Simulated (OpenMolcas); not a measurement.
V2+ among 6 point charges of -1.2 e arranged as a trigonal prism (D3h), 2.03 Å from the ion, with a polar angle of 55.5° against the regular 49.1°. The active orbitals were held to one l.
```
   1.6726    0.0000    1.1503  -1.20
  -0.8363    1.4485    1.1503  -1.20
  -0.8363   -1.4485    1.1503  -1.20
   1.6726    0.0000   -1.1503  -1.20
  -0.8363    1.4485   -1.1503  -1.20
  -0.8363   -1.4485   -1.1503  -1.20
```

```json
{
 "Program": "OpenMolcas 26.06",
 "Method": "CASSCF",
 "Basis": "ANO-RCC-VDZP [5s4p2d1f]",
 "Scalar Hamiltonian": "DKH2, point nucleus",
 "Active space": "3 electrons in 5 orbitals (3d)",
 "State averaging": "2S+1 = 4 even, 10 roots; 2S+1 = 2 even, 40 roots",
 "Spin-orbit coupling": "RASSI with atomic mean-field integrals over the reference wave functions"
}
```

Q: What is the spin-free ground state (labels of D3, the rotations of D3h)?

A: 4A2, 1-fold in its orbital part, 100 % from free-ion F terms; it has the highest spin that d3 allows.

Q: Where is the first state of the same spin?

A: A 2-fold state lies at 728 cm-1 above the ground state.

Q: What are the lowest two levels with spin-orbit coupling?

A: A 2-fold level E1/2 with g = 2.00, 3.15, 3.15, then a 2-fold level E3/2 29.7 cm-1 above it. Their leading multiplicities are 4 (100 %) and 4 (100 %).

Q: What is χT at 300 K, and how does it compare with the textbook value?

A: The lowest level has 2S+1 = 4, for which the spin-only value is χT = S(S+1) / 2 = 1.875 cm3 K/mol (g = 2). The computed 1.715 at 300 K differs by -0.160, through orbital momentum, spin-orbit coupling and any other state in reach.

Without dynamic correlation the repulsion within the d shell is too large (B by tens of per cent), so at a given field states of lower spin stand too high. The ground term spreads over less than 5000 cm-1, several times less than with real ligands, so orbital moments are less quenched and χT lies further from the spin-only value than at real sites. Point charges carry no covalency, so the field is a model and not that of real ligands. An unlabelled pair can be two single states that coincide in this model. No measured value stands beside these numbers.
